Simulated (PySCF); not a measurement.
B(CCH)(Cl)(Me) (C₃H₄BCl), SMILES ClB(C#C)C.

The structure is a stationary point at PBE0-D3(BJ)/def2-SVP. The structure was generated by enumeration, and PubChem lists no compound with its InChIKey, so it may never have been made.

These are PySCF with TDA-ωB97X/def2-SVPD values and carry that method's errors.

Vertical excitations. 

Computed lowest excited states:
| state | energy (eV) | λ (nm) | f | main pairs |
|---|---|---|---|---|
| S1 | 4.83 | 257 | 0.000 | HOMO→LUMO 93 % |
| S2 | 5.80 | 214 | 0.001 | HOMO−2→LUMO 93 % |
| S3 | 5.84 | 212 | 0.075 | HOMO−1→LUMO 69 %, HOMO→LUMO+2 23 % |
| S4 | 6.89 | 180 | 0.000 | HOMO−1→LUMO+2 81 % |
| S5 | 7.58 | 164 | 0.162 | HOMO−3→LUMO 84 % |
| S6 | 7.89 | 157 | 0.001 | HOMO−4→LUMO 70 %, HOMO−5→LUMO 20 % |
| S7 | 8.06 | 154 | 0.002 | HOMO−5→LUMO 66 %, HOMO−4→LUMO 22 % |
| S8 | 8.33 | 149 | 0.089 | HOMO→LUMO+1 75 %, HOMO→LUMO+3 13 % |
| S9 | 8.59 | 144 | 0.076 | HOMO−2→LUMO+1 53 %, HOMO−2→LUMO+2 30 % |
| S10 | 8.61 | 144 | 0.046 | HOMO−1→LUMO+1 73 % |
| T1 | 4.40 | 282 | 0 | HOMO−1→LUMO 83 % |
| T2 | 4.51 | 275 | 0 | HOMO→LUMO 89 % |
| T3 | 5.53 | 224 | 0 | HOMO−2→LUMO 91 % |
| T4 | 5.60 | 221 | 0 | HOMO→LUMO+2 75 % |
Triplets are in the Tamm–Dancoff approximation.
